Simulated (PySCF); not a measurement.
Stepwise substitution at one centre (Ge OH-SH). Isolated molecules, 0 K electronic values unless said otherwise. One relaxed conformer stands for each flexible species; it need not be the lowest. Strings in code marks are SMILES.

The numbers are results of PySCF 2.14.0 with B3LYP-D3(BJ)/def2-TZVP, not measurements. All candidates: neutral, multiplicity 1. B3LYP has the VWN-RPA correlation part, as in Gaussian. Excitations are Tamm–Dancoff values on a coarser integration grid. The basis has no diffuse functions, so Rydberg states are missing or too high.

```
Quantity               Value
-------------------  -------
S1 excitation (TDA)  7.00 eV
HOMO–LUMO gap        8.16 eV
T1 excitation (TDA)  6.57 eV
```

### Question
Name which member has these values.
(A) `[OH][Ge]([OH])([OH])[OH]`
(B) `[OH][Ge]([OH])([SH])[SH]`
(C) `[SH][Ge]([SH])([SH])[SH]`
(D) `[OH][Ge]([OH])([OH])[SH]`

### Answer
A, `[OH][Ge]([OH])([OH])[OH]`. The others give `[SH][Ge]([SH])([SH])[SH]`: 4.35 eV, 5.37 eV, 4.03 eV; `[OH][Ge]([OH])([SH])[SH]`: 5.35 eV, 6.47 eV, 4.94 eV; `[OH][Ge]([OH])([OH])[SH]`: 5.64 eV, 6.75 eV, 5.19 eV
